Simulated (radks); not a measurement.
The numbers below are computed, except where a source is named.
Task: These are the eigenvalues of the occupied orbitals of an atom or ion with whole-number occupations (eV). Level of theory: Dirac Kohn-Sham, LDA (Slater exchange, Perdew-Wang correlation), spin-unpolarised, spherical densities, finite nucleus; Fermi nuclear charge, rms radius of each element as measured or else 0.836 A^(1/3) + 0.57 fm (a radial shooting solver on a logarithmic mesh with Libxc functionals).

1s1/2: -38706.66
2s1/2: -6186.778
2p1/2: -5839.631
2p3/2: -5427.030
3s1/2: -1347.154
3p1/2: -1200.404
3p3/2: -1120.021
3d3/2: -861.8599
3d5/2: -844.6405
4s1/2: -296.1078
4p1/2: -242.0786
4p3/2: -224.8269
4d3/2: -136.0301
4d5/2: -133.0308
5s1/2: -67.7840
5p1/2: -52.3242
5p3/2: -49.4530
5f5/2: -11.7696
5f7/2: -11.7465

Which element is it, and in what charge state? The configuration may be excited. Open shells, if any, are shared by 2j + 1.

Result: Z = 57, lanthanum, charge +3: La3+ in [Kr] 4d10 5s2 5p5 5f1. The list shows which subshells hold electrons but not how many an open one holds; the 1s level, -1422.4 hartree, gives Z - s = 53.3 by -(Z - s)^2/2, which with screening and relativity narrows Z to a few neighbours, and the depths of the outer levels then fix element, charge and occupations together.
